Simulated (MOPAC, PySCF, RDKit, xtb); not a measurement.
Torsional profile of C11H16O, SMILES C(C)(C)(c1ccccc1OC)C. Scanned: dihedral C1–O2–C3–C4; all other coordinates were relaxed at GFN2-xTB. Points at φ and −φ are mirror images. Heavy atoms are numbered in the order of the SMILES COc1ccccc1C(C)(C)C, hydrogens after them in the order of the atoms that carry them; the mirror image has the same energies with the sign of each dihedral reversed.

Levels: AM1, restricted, heats of formation // GFN2-xTB (MOPAC); UFF // GFN2-xTB (RDKit); GFN1-xTB // GFN2-xTB (xtb); RHF/3-21G = restricted Hartree-Fock/3-21G, density fitting // GFN2-xTB in PySCF 2.14.0.

Energies relative to the lowest point of each profile, in kJ/mol:

```
φ / °   AM1    UFF  GFN1-xTB
-----  ----  -----  --------
-165   63.3  131.1      61.2
-150   51.3  110.7      54.3
-75     5.5   20.9      15.6
-60     2.9   10.3      10.5
-15     0.2    0.8       0.7
0       0.0    0.0       0.0
60      2.9   10.3      10.5
75      5.5   20.9      15.6
90     12.3   38.1      23.9
105    18.1   44.9      26.8
135    39.5   89.9      45.9
165    63.3  131.1      61.2
```

### Question
Predict the corresponding RHF/3-21G column.

### Answer
-165: 88.0; -150: 75.7; -75: 14.7; -60: 9.5; -15: 0.9; 0: 0.0; 60: 9.5; 75: 14.7; 90: 25.5; 105: 38.8; 135: 60.4; 165: 88.0 (kJ/mol).
